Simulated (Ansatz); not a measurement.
The cation of CH3Cl3TeTiZn, SMILES `[CH3][Zn][Te][Ti]([Cl])([Cl])[Cl]` at the neutral geometry.

```yaml
crystal:
  periodic: [false, false, false]
  atoms:
    - {symbol: C, position_ang: [-0.087047, -1.177322, 2.241958]}
    - {symbol: Zn, position_ang: [0.506515, -0.473250, 0.525074]}
    - {symbol: Te, position_ang: [2.108074, -0.025857, -1.412717]}
    - {symbol: Ti, position_ang: [-0.013864, 1.155673, -2.138650]}
    - {symbol: Cl, position_ang: [0.409092, 3.270080, -2.401998]}
    - {symbol: Cl, position_ang: [-1.517389, 0.843326, -0.514911]}
    - {symbol: Cl, position_ang: [-0.703574, 0.285429, -4.005769]}
    - {symbol: H, position_ang: [-0.389220, -0.354429, 2.892191]}
    - {symbol: H, position_ang: [-0.943604, -1.837180, 2.092740]}
    - {symbol: H, position_ang: [0.714216, -1.737571, 2.725081]}
basis:
  gaussian: {orbitals: def2-TZVPP}
total_charge: 1
magnetization: {spin_polarized: true, initial_magnetization: 1}
hamiltonian: {xc: pbe, dispersion: d4}
```

```sh
$ ansatz run in.yaml --threads 4 --pin off --events-out ev --progress --plain --backend cuda
```

Shortened log:

```
Functional definition: PBE
2556 factors; their error is unknown
mean field evaluation 1: about -117361.1646 eV, gradient 1.7e2 eV
mean field evaluation 2: about -115920.5152 eV, gradient 5.0e2 eV
mean field evaluation 4: about -117276.7880 eV, gradient 2.1e2 eV
mean field evaluation 8: about -117421.1091 eV, gradient 1.1e2 eV
mean field evaluation 16: about -117453.8160 eV, gradient 5.6e-3 eV
mean field evaluation 32: about -117453.8162 eV, gradient 3.6e-4 eV
mean field -117453.81617588 eV, -4316.3481314075 hartree, gradient 4.0e-6 eV, S^2 0.754456; 6 other end points of the search recorded, 0 dependent functions left out
reference -117453.81623178 eV, -4316.3481334619 hartree; 68, 67 occupied and 309, 310 virtual orbitals, 2556 factors
Total energy: -117454.26006618 eV, -4316.3644440750 hartree
```

Hardware: 4 threads of an AMD EPYC 7R13 on a shared host and a share of an NVIDIA H100 80 GB. Wall time 10 s, peak host memory 1.1 GiB.
